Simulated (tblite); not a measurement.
Torsional barriers computed with GFN2-xTB (tblite), climbing-image nudged elastic band, gas phase; electronic energies of the top image counted from the start geometry. The bands met a force threshold of 0.05 eV/Å; their tops weren't refined or checked by frequencies and can lie a kcal/mol or more above the method's true saddle points. Atom numbers follow the mapped SMILES.

Question: Rank the forward barriers of these bands, lowest first.
A. `[CH:1]#[C:2][CH2:3][CH2:4][Cl:5]`: C2–C3–C4–Cl5 from 180° to -65°
B. `[CH3:1][S:2][Si@@H:3]([OH:4])[SiH3:5]`: O4–Si3–S2–C1 from 179° to -64°
C. `[CH3:1][CH2:2][O:3][CH2:4][C@@H:5]([F:6])[CH2:7][Cl:8]`: O3–C4–C5–C7 from 47° to -160°

Answer: B (1.3 kcal/mol), A (2.6 kcal/mol), C (5.0 kcal/mol).

```tsv
SMILES	ends of the turned bond	barrier (kcal/mol)	end above start (kcal/mol)	dihedral at top (°)	bond at start (Å)	bond at top (Å)	Eyring rate at 298 K (s⁻¹)
CS[Si@@H](O)[SiH3]	oxygen-bound silicon / sulfur bonded to C and Si	1.3	0.7	-103	2.168	2.176	7 × 10^11
C#CCCCl	propargylic carbon / sp3 C–Cl carbon	2.6	0.6	-122	1.525	1.536	8 × 10^10
CCOC[C@@H](F)CCl	sp3 carbon bound to oxygen / sp3 C–F carbon	5.0	0.4	125	1.528	1.545	1 × 10^9
```

Rates take the electronic barrier for the free energy of activation. GFN2-xTB barriers can miss by several kcal/mol, and conformer orders can be wrong, so the ranking may change at better levels.
